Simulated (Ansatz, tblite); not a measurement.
Removing and adding an electron: Hf3O12H12, a hydroxylated oxide cluster. Total charge 0; singlet. Geometry: PBE-D4/def2-SVP. Ansatz, gas phase; energy differences of separate SCF runs; the oxidised species was run as a doublet alone; the reduced species was run as a doublet alone.

Cartesian coordinates in Å:
```
Hf 0.4813 -0.7561 -1.5625
Hf -0.1213 2.4873 0.3521
Hf -0.8528 -0.6801 1.5915
O 0.4367 -4.3670 -0.7029
O 0.2169 -1.3188 3.0883
O 2.3058 -0.1394 -1.2000
O -0.3703 0.4726 -0.0566
O -2.7408 -1.0784 1.8315
O 0.5977 -2.5312 -2.5911
O -0.1948 -2.0033 0.1226
O 1.8487 2.4376 0.0492
O -0.7784 1.4203 2.1610
O -0.3864 0.4316 -2.8563
O -0.9982 2.8807 -1.4046
O -0.4354 4.1874 1.2845
H 1.3715 -4.5268 -0.4750
H 0.5001 -3.8489 -1.5690
H 1.0138 -1.5257 3.5921
H 2.4254 0.7733 -0.8415
H -3.4708 -1.5888 2.2057
H 0.3609 -2.6840 -3.5211
H -0.0193 -3.0035 0.0017
H 2.4866 3.1696 0.0217
H -0.9180 1.8235 3.0343
H -0.7221 1.3293 -2.6213
H -1.2637 3.7381 -1.7749
H -0.7733 4.9007 1.8405
```

In the def2 sets Hf takes a core potential; there is no spin–orbit coupling. The xTB rows come from tblite. LC-ωPBE has ω = 0.4 bohr⁻¹. Single mean-field runs in def2-TZVP are fitted with def2-universal-jkfit. In the singlet geometry the species has come apart into loosely held pieces. In the doublet geometry the species has come apart into loosely held pieces.

| level | −HOMO (eV) | vertical IE (eV) | −LUMO (eV) | vertical EA (eV) | HOMO–LUMO gap (eV) | IE − EA (eV) | remarks |
| --- | --- | --- | --- | --- | --- | --- | --- |
| GFN1-xTB | 11.59 | 14.00 | 7.72 | 5.39 | 3.87 | 8.61 | – |
| PBE0-D4/def2-TZVP | 7.85 | 9.55 | 0.44 | -0.62 | 7.41 | 10.17 | HOMO above zero (-1 doublet) |
| LC-ωPBE/def2-TZVP | 10.68 | 10.28 | -1.45 | -1.23 | 12.14 | 11.51 | HOMO above zero (-1 doublet) |

(1) Estimate the rows for GFN2-xTB, PBE-D4/def2-TZVP.

## Answers

(1) 
```json
{"level": "GFN2-xTB", "−HOMO (eV)": "10.34", "vertical IE (eV)": "12.89", "−LUMO (eV)": "6.52", "vertical EA (eV)": "4.55", "HOMO–LUMO gap (eV)": "3.82", "IE − EA (eV)": "8.34", "remarks": "–"}
{"level": "PBE-D4/def2-TZVP", "−HOMO (eV)": "6.22", "vertical IE (eV)": "–", "−LUMO (eV)": "1.17", "vertical EA (eV)": "-0.32", "HOMO–LUMO gap (eV)": "5.05", "IE − EA (eV)": "–", "remarks": "HOMO above zero (-1 doublet)"}
```

Relaxing the reduced species (PBE-D4/def2-SVP) changes its energy by -0.39 eV at PBE-D4/def2-TZVP, so the adiabatic electron affinity to this nearest minimum is 0.07 eV. At PBE0-D4/def2-TZVP it is -0.16 eV. The highest occupied level of the relaxed charge -1 doublet lies above zero (up to 0.92 eV). Energy differences disagree on whether the electron is bound (positive means bound): 0.07 eV (each at its own geometry, to the charge 0 singlet, at PBE-D4/def2-TZVP), but -0.16 eV at PBE0-D4/def2-TZVP.  Run but left out: PBE-D4/def2-TZVP (charge +1 doublet: an occupied level 0.06 eV above an empty one).   A HOMO above zero means that the electron is unbound at that level or that self-interaction error raises the level; the energy of removing that electron tells which. Raw xTB energy differences between charge states are shifted by several eV; the methods need an empirical correction for them. Sets without diffuse functions give affinities that are too small. A negative affinity means that the extra electron isn't bound; its size then hangs on the basis.
